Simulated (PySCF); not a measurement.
## A search over the determinants of GeF⁺

Unrestricted PBE0; basis Ge jorge-DZP-DKH, F jorge-DZP-DKH; spin-free X2C with a Gaussian nucleus; PySCF 2.14. Outer shells of the fragments: Ge+ 3d10 4s2 4p1; F 2s2 2p5.

Followed along the bond (rough minima from three points):

```json
{"2Ms+1": "1", "unpaired": "none", "⟨S²⟩ at the start": "0.00", "R at minimum (Å)": "1.68", "Te (eV)": "0.00"}
{"2Ms+1": "3", "unpaired": "σ ↑, π ↑", "⟨S²⟩ at the start": "2.01", "R at minimum (Å)": "1.77", "Te (eV)": "5.05"}
```

Solutions found at the starting distance of 1.875 Å, counted from the lowest of them; the search is not exhaustive and high or unbound solutions are not listed, so other states can lie among these:

```json
{"2Ms+1": "1", "unpaired": "none", "term": "¹Σ⁺", "E (eV)": "0.00", "⟨S²⟩": "0.00", "⟨Lz²⟩": "0.00", "μ (D)": "-4.10"}
{"2Ms+1": "3", "unpaired": "σ ↑, π ↑", "term": "³Π", "E (eV)": "4.66", "⟨S²⟩": "2.01", "⟨Lz²⟩": "1.00", "μ (D)": "-2.74"}
{"2Ms+1": "1", "unpaired": "σ ↓, π ↑", "term": "mixed", "E (eV)": "5.08", "⟨S²⟩": "1.02", "⟨Lz²⟩": "1.00", "μ (D)": "-2.12"}
{"2Ms+1": "3", "unpaired": "π ↑↑", "term": "mixed", "E (eV)": "5.50", "⟨S²⟩": "2.00", "⟨Lz²⟩": "2.00", "μ (D)": "0.55"}
{"2Ms+1": "3", "unpaired": "π ↑↑", "term": "mixed", "E (eV)": "5.62", "⟨S²⟩": "2.00", "⟨Lz²⟩": "2.00", "μ (D)": "0.54"}
{"2Ms+1": "3", "unpaired": "σ ↑↑", "term": "³Σ⁺", "E (eV)": "7.25", "⟨S²⟩": "2.00", "⟨Lz²⟩": "0.00", "μ (D)": "-2.15"}
{"2Ms+1": "3", "unpaired": "σ ↑, π ↑", "term": "³Π", "E (eV)": "7.84", "⟨S²⟩": "2.00", "⟨Lz²⟩": "1.00", "μ (D)": "0.53"}
```

A term symbol is given only where ⟨S²⟩ and ⟨Lz²⟩ are close to those of a pure state; real π, δ and φ orbitals otherwise mix terms. A positive dipole points towards F; it is taken about the centre of mass and depends on that origin.

Compare the gap between the two lowest followed solutions at the starting distance with the gap between their minima.

At PBE0 the second solution (triplet, unpaired electrons σ ↑, π ↑) lies +4.66 eV from the first (singlet, closed shell) at 1.875 Å and +5.05 eV at the minima; the two curves relax by different amounts, since their minima lie near 1.77 and 1.68 Å.

Counting both spins, an empty level lies below a filled one in some of these solutions, because spin and occupation are held.
